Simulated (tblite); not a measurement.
C5H11OP.
Atom-mapped SMILES: `[CH3:1][CH:2]([CH3:3])[C@@H:4]1[CH2:5][P@@H:6]1=[O:7]` (hydrogens: H8, H9, H10 on C1; H11 on C2; H12, H13, H14 on C3; H15 on C4; H16, H17 on C5; H18 on P6)

Structure used (GFN2-xTB), in Å, numbered top down from 1:
```xyz
18
C5H11OP angstrom
C     -1.2700   -1.4139   -0.4293
C     -0.6116   -0.0535   -0.6405
C     -1.6025    1.0882   -0.4220
C      0.5729    0.0756    0.2888
C      1.6971    1.0911   -0.0898
P      2.1188   -0.6513   -0.2903
O      2.3031   -1.2920   -1.5955
H     -1.6425   -1.5070    0.5893
H     -0.5401   -2.2020   -0.6071
H     -2.1022   -1.5490   -1.1155
H     -0.2355   -0.0103   -1.6695
H     -2.0040    1.0523    0.5889
H     -1.1181    2.0513   -0.5660
H     -2.4296    1.0109   -1.1232
H      0.3205    0.0462    1.3416
H      2.0886    1.6954    0.7138
H      1.5293    1.6449   -1.0048
H      2.9172   -1.0705    0.7548
```

Computed with GFN2-xTB (tblite): harmonic, unscaled wavenumbers at the GFN2-xTB geometry, gas phase. Against measured fundamentals such values can be off by several per cent, at times by over 20. Modes of hydrogen on phosphorus can be 10 to 20 % off. One conformer, not necessarily the lowest.

Harmonic wavenumbers (cm⁻¹): 60.3, 107.8, 184.9, 207.3, 234.1, 288.8, 310.4, 343.6, 432.8, 456.9, 566.1, 698.4, 738.5, 767.2, 861.1, 888.3, 942.6, 949.7, 977.7, 985.9, 1007.6, 1039.6, 1094.1, 1150.5, 1160.5, 1194.0, 1229.8, 1289.0, 1311.6, 1348.2, 1385.9, 1404.3, 1417.4, 1490.6, 1494.6, 1502.2, 1503.1, 2361.7, 2927.1, 3021.6, 3025.0, 3027.9, 3033.1, 3035.6, 3041.3, 3044.2, 3047.3, 3086.8.

A = 3657, B = 1516, C = 1242 MHz; mass 118.055 u (most abundant isotopes); point group C1, symmetry number 1.

What is the zero-point energy?

½Σν̃ = 32838 cm⁻¹ = 392.84 kJ/mol.

Give the ideal-gas entropy at 298.15 K and 1 bar in the rigid-rotor, harmonic-oscillator model (classical rotation).

Translation 168.36, rotation 118.14, vibration 93.15: S = 379.6 J/(mol K).

And Cp and H(298.15 K) − H(0)?

Cp = 142.56 J/(mol K), of which vibrations give 109.30 (their classical limit is 48 R = 399.1); H(298.15 K) − H(0) = 25.49 kJ/mol without the zero-point energy, 15.57 from vibrations.

How do the functions run with temperature in this model?

```csv
T (K),S (J/(mol K)),Cp (J/(mol K)),H − H(0) (kJ/mol),G − H(0) (kJ/mol),ln q(vib)
50,233.9,46.4,1.90,-9.80,0.25
100,272.5,67.4,4.74,-22.51,0.98
373.15,414.8,172.1,37.29,-117.51,6.52
500,471.6,216.1,62.01,-173.77,9.27
750,571.9,278.4,124.40,-304.52,14.69
1000,658.0,319.5,199.48,-458.52,19.85
```

q(vib) and H(0) count from the zero-point level.

What must be added to the electronic energy to get the Gibbs energy at 298.15 K and 1 bar?

ZPE + [H(298.15 K) − H(0)] − T·S = 392.84 + 25.49 − 113.19 = 305.14 kJ/mol.

Blend soft modes into free rotors: weight 1/[1 + (100 cm⁻¹/ν̃)⁴] for the oscillator and the rest for a rotor with moment μB/(μ + B), μ = h/(8π²ν), B = 10⁻⁴⁴ kg m². What vibrational entropy results?

88.27 J/(mol K) in place of 93.15, which changes −T·S at 298.15 K by +1.45 kJ/mol.

Hindered rotation and anharmonicity are outside this model. Other conformers, if any are populated, would add a mixing term that is left out. The structure is chiral; the term R ln 2 for an equal mix with its mirror image is left out.
